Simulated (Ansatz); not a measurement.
Two isomers of C2H10AlNSi: A = `CC[N]([AlH2])[SiH3]`, B = `C[CH]([SiH3])[AlH][NH2]`.

Program: Ansatz. Geometries: PBE0-D4/def2-TZVP. ΔE: electronic, gas phase. CCSD(T)/CBS adds triple-zeta CCSD(T) − MP2 to the extrapolated MP2 energy (def2 sets, frozen cores). DFT in def2-TZVPP. B3LYP here is the variant with VWN-RPA as its local correlation; programs differ in this. Each species was taken in one conformer, which may not be the lowest.

(1) Which isomer does CCSD(T)/CBS put lower? Give the gap. (Best estimate.)

(2) Give E(B) − E(A) in kcal/mol with PBE0-D4, ωB97M-V, CCSD(T)/def2-TZVPP, PBE-D4, B3LYP, r2SCAN-D4, B2PLYP. (Estimate.)

Largest T1 diagnostic: 0.012.

Answers

(1) The calculation gave: B, by 4.5 kcal/mol.

(2) The calculation gave: PBE0-D4 -5.5, ωB97M-V -4.8, CCSD(T)/def2-TZVPP -3.7, PBE-D4 -5.9, B3LYP -4.3, r2SCAN-D4 -5.7, B2PLYP -3.9. None reverses the order clearly.

The D4 term adds +0.8 kcal/mol with B3LYP and +0.4 kcal/mol with PBE0; it sums over pairs of atoms, weighted by their polarisabilities, and B3LYP, whose exchange is more repulsive, gets the larger term. In def2-TZVPP, CCSD(T) changes the Hartree–Fock value by −3.0 kcal/mol (the triples alone add −0.2 kcal/mol) and MP2 by −3.5 kcal/mol.
